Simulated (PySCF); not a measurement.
CH10N2Si2, SMILES NC[SiH2][SiH2]N. Atoms are numbered in the order given.

```xyz
15

N     -2.6273    -0.7623     0.0616
C     -2.0938     0.5771     0.3439
Si    -0.3686     0.9280    -0.4147
Si     1.2613    -0.5612     0.4265
N      2.8427    -0.4775    -0.3112
H     -2.0009    -1.4835     0.4204
H     -2.6831    -0.9177    -0.9457
H     -2.8129     1.3321    -0.0192
H     -2.0517     0.7229     1.4374
H     -0.4694     0.7352    -1.8990
H      0.0721     2.3435    -0.1814
H      1.4302    -0.3062     1.8902
H      0.7505    -1.9570     0.2475
H      2.9254    -0.7477    -1.2882
H      3.3978     0.3580    -0.1435
```

The structure is a stationary point at B3LYP-D3(BJ)/def2-SVP. The structure was generated by enumeration, and PubChem lists no compound with its InChIKey, so it may never have been made. One conformer was computed; it need not be the lowest.

Method: PBE0/pcSseg-1 run with PySCF.

GIAO shieldings, no solvent; atoms listed in one row are averaged. δ = σ(ref) − σ: ¹⁵N against NH3 (σ = 267.4 ppm); ¹³C against TMS (σ = 186.3 ppm); ²⁹Si against TMS (σ = 352.7 ppm); ¹H against TMS (σ = 31.56 ppm), references at their B3LYP-D3(BJ)/def2-TZVP geometries, non-relativistic.

Computed chemical shifts:
```tsv
nucleus	atoms	count	δ (ppm)
¹⁵N	N1	1	34.3
¹⁵N	N5	1	-5.5
¹³C	C2	1	28.9
²⁹Si	Si4	1	-46.0
²⁹Si	Si3	1	-70.9
¹H	H12, H13	2	5.33
¹H	H11	1	4.07
¹H	H10	1	3.67
¹H	H8	1	2.87
¹H	H9	1	2.60
¹H	H7	1	0.25
¹H	H6	1	0.03
¹H	H15	1	-0.28
¹H	H14	1	-0.38
```
